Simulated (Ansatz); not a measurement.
Relative stability

Two relaxed structures of AlSiH₂ClF (charge -1), singlet (PBE0-D4/def2-TZVPD; forces vanish, vibrations not checked).

A:

F1  (0.185, -2.391, -0.256)
Al2  (0.609, 0.954, 0.480)
Si3  (-0.394, -0.910, -0.691)
Cl4  (-2.483, -1.179, -0.202)
H5  (2.230, 1.097, 0.423)
H6  (-0.087, 2.407, 0.265)
(Å)

B:

```
6
angstrom
F 0.3039 -2.2940 -0.4209
Al -0.3592 -0.7793 -0.0980
Si 0.7013 1.0984 0.9416
Cl -2.4975 -1.0356 -0.4805
H 1.9199 0.9486 0.0238
H -0.0685 2.0619 0.0340
```

Ansatz 0.2.0; basis: def2-TZVPPD; cores frozen in the correlated methods. B3LYP uses VWN-RPA correlation.

**Question.** Which structure is lower at CCSD(T), and by how much? (To be estimated.)

**Answer.** Computed: B, by 1.855 eV (electronic energy, against the other). By their contacts, A is AlSiH₂ClF ([F][Si]([AlH2])[Cl]), total charge -1 and B is AlSiH₂ClF ([F][Al]([SiH2])[Cl]), total charge -1.

All methods give the same order:

| method | E(B) − E(A) (eV) |
| --- | --- |
| PBE-D4 | -1.748 |
| r2SCAN-D4 | -1.846 |
| PBE0-D4 | -1.841 |
| B3LYP-D4 | -1.778 |
| wB97M-V | -1.895 |
| HF | -1.873 |
| MP2 | -1.978 |
| CCSD | -1.886 |
| CCSD(T) | -1.855 |

T1 diagnostic: at most 0.020. The restricted Hartree–Fock reference is unstable towards an unrestricted one at one or more of these structures.

Labels in which every atom is bracketed show which atoms are joined, not bond orders.

For scale, one of the runs: CCSD(T)/def2-TZVPPD, 221 basis functions, launched by `ansatz run in.yaml --threads 2 --pin off --events-out ev --progress --plain --max-ram 4352MiB`. Hardware: 2 CPU threads of an Arm Neoverse V2, shared host. Wall time 120 s; peak host memory 3.1 GiB.
